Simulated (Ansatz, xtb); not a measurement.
## Two conformers of C4H12B2O

Structure I is `BCOBC(C)C`, a singlet and structure II is `BCOBC(C)C`, a singlet. Both are isolated molecules in the gas phase, relaxed with B3LYP/def2-SVP.

I (Å):

```xyz
19

C    -1.5979    2.7234   -0.5758
C    -0.5645   -0.5957    1.1675
C     0.8960   -0.7979    1.6149
C    -1.1489   -1.9016    0.5925
B    -3.0572    3.0596   -1.0039
B    -0.6653    0.5626    0.0978
O    -1.4426    1.6390    0.3327
H    -4.0070    2.4284   -0.6151
H    -3.2177    3.9950   -1.7503
H    -0.9802    2.5710   -1.4874
H    -1.1752    3.6394   -0.1098
H    -0.0529    0.5016   -0.9562
H    -1.1643   -0.3069    2.0498
H     1.5445   -1.0654    0.7628
H     0.9779   -1.6113    2.3569
H     1.3170    0.1109    2.0767
H    -2.2116   -1.7932    0.3186
H    -1.0804   -2.7255    1.3242
H    -0.6048   -2.2221   -0.3128
```

II (Å):

```xyz
19

C     2.7201   -2.0860   -0.3691
C    -0.0534   -0.7298   -0.3803
C    -1.4933   -1.0061   -0.8458
C     0.0680    0.6850    0.2287
B     2.0486   -3.4127    0.0967
B     0.9786   -0.8465   -1.5818
O     2.1942   -1.4325   -1.5204
H     2.4655   -3.9318    1.1039
H     1.1744   -3.9481   -0.5372
H     3.7724   -2.3608   -0.6002
H     2.8163   -1.3797    0.4794
H     0.7186   -0.3436   -2.6557
H     0.1902   -1.4559    0.4201
H    -2.2147   -0.8897   -0.0184
H    -1.7913   -0.3078   -1.6460
H    -1.6085   -2.0277   -1.2441
H    -0.6524    0.8269    1.0530
H     1.0753    0.8821    0.6328
H    -0.1402    1.4624   -0.5261
```

Estimate which is lower in electronic energy at CCSD(T)/def2-SVP + ΔMP2/def2-TZVPP, and by roughly how much.

The CCSD(T)/def2-SVP + ΔMP2/def2-TZVPP calculation puts structure I lower, by 1.07 kcal/mol.

The same difference at several levels:

```tsv
level	geometry	E(II) − E(I) (kcal/mol)	departure from the last row (kcal/mol)	job, with rough time for the two
B3LYP/def2-SVP	B3LYP/def2-SVP	+2.40	+1.33	optimisation, 3.1 min
HF/def2-SVP	B3LYP/def2-SVP	+2.60	+1.53	part of the CCSD(T) run
MP2/def2-SVP	B3LYP/def2-SVP	+1.29	+0.22	part of the CCSD(T) run
CCSD(T)/def2-SVP	B3LYP/def2-SVP	+1.26	+0.19	single point
CCSD(T)/def2-SVP + ΔMP2/def2-TZVPP	B3LYP/def2-SVP	+1.07		single point, 1.9 min
```

The levels shown agree on the order. The largest departure from CCSD(T)/def2-SVP + ΔMP2/def2-TZVPP is that of HF/def2-SVP, 1.53 kcal/mol. Levels run at GFN2-xTB geometries aren't shown. The last row adds to CCSD(T) the change of the MP2 difference between the two basis sets, here −0.19 kcal/mol.

With thermal terms from frequencies at re-optimised GFN2-xTB minima (ideal gas, soft modes damped towards free rotors, one conformer each, 298.15 K, 1 atm): on the last row, ΔE + ΔZPE = +2.20, ΔH = +1.48, ΔG = +3.38 kcal/mol.

The correlated steps freeze 7 core orbitals. Programs: Ansatz 0.2.0, xtb 6.7.1; the last row on 4 threads of Arm Neoverse V1 on a shared host.
